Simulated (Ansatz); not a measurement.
`OBO` + `N[SiH](Cl)[GeH2][F]` → `N[SiH](Cl)BO` + `[OH][GeH2][F]`  (redistribution)

Program: Ansatz. Geometries: PBE0-D4/def2-TZVP. ΔE: electronic, gas phase. CCSD(T)/CBS is the MP2 limit (def2-TZVPP, def2-QZVPP) plus CCSD(T) − MP2 in def2-TZVPP, frozen cores. This one scheme is used for every species. DFT in def2-TZVPP. B3LYP here is the variant with VWN-RPA as its local correlation; programs differ in this. For Ge outer-core shells are correlated without core-valence functions, which leaves a few kJ/mol of doubt a bond. Scalar relativity is left out up to krypton. One conformer a species, not always the lowest.

```csv
level,ΔE (kJ/mol)
PBE0-D4,132.5
B3LYP-D4,130.9
```

Problem. What does CCSD(T)/CBS give? (Estimate.)

Solution. Computed: +125.4 kJ/mol. The listed levels differ from it by 7.1, 5.5 kJ/mol.

Largest T1 diagnostic among the species: 0.013.
